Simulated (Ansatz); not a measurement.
Total energies of C2H6GeOSi, SMILES `O[SiH2]C#[C][GeH3]`.

Cartesian coordinates in Å:
```
O -0.4165 -1.7792 2.5092
Si -0.2688 -0.1741 2.1959
C -0.0932 0.1417 0.4038
C 0.0389 0.3495 -0.7852
Ge 0.2323 0.6780 -2.6488
H 0.2470 -2.3674 2.1463
H 0.9228 0.4124 2.8605
H -1.5079 0.4559 2.6980
H 1.6672 1.1453 -2.9178
H -0.7687 1.7635 -3.0590
H -0.0532 -0.6256 -3.4029
```

Charge 0, multiplicity 1. Correlated methods include outer-core shells of Ge, which these sets cover unevenly. Scalar relativity is left out up to krypton. The structure was optimised at the PBE0-D4/def2-TZVP level. It is one conformer, not always the lowest. Basis def2-TZVPP, Ansatz.

RPA on PBE orbitals: Hartree–Fock energy of these orbitals -2518.39498 Eh, correlation -1.49337 Eh (frozen core).

| functional | energy without D4 (Eh) | D4 term (kJ/mol) |
| --- | --- | --- |
| PBE | -2520.94061 | -22.0 |
| revPBE | -2521.32794 | -63.2 |
| BLYP | -2521.60626 | -47.8 |
| r2SCAN | -2521.47982 | -5.5 |
| B97M-V | -2521.12212 | – |
| B3LYP | -2521.67670 | -35.5 |
| r2SCAN0 | -2521.43569 | -6.5 |
| HSE06 (plane-wave form) | -2521.01882 | -17.6 |
| BHLYP | -2521.49915 | -28.1 |
| CAM-B3LYP | -2521.66092 | -19.2 |
| ωB97X-V | -2521.31587 | – |
| ωB97M-V | -2521.40305 | – |
| B2PLYP | -2520.99876 | – |
| PBE-QIDH | -2520.60349 | – |

(1) Give the same for LDA (SPW92), PBE0, r2SCANh, LC-ωPBE. (Best estimate.)

B3LYP takes the VWN-RPA correlation (the form of Gaussian; ORCA's B3LYP/G). HSE06 is the plane-wave form, built on full-range PBE exchange. The double hybrids freeze the cores in their second-order part.

Results:

(1) The calculation gave: 
```json
{"functional": "LDA (SPW92)", "energy without D4 (Eh)": "-2515.98592", "D4 term (kJ/mol)": "–"}
{"functional": "PBE0", "energy without D4 (Eh)": "-2521.03306", "D4 term (kJ/mol)": "-18.7"}
{"functional": "r2SCANh", "energy without D4 (Eh)": "-2521.46152", "D4 term (kJ/mol)": "-5.9"}
{"functional": "LC-ωPBE", "energy without D4 (Eh)": "-2521.13023", "D4 term (kJ/mol)": "–"}
```

LC-ωPBE has ω = 0.4 bohr⁻¹.
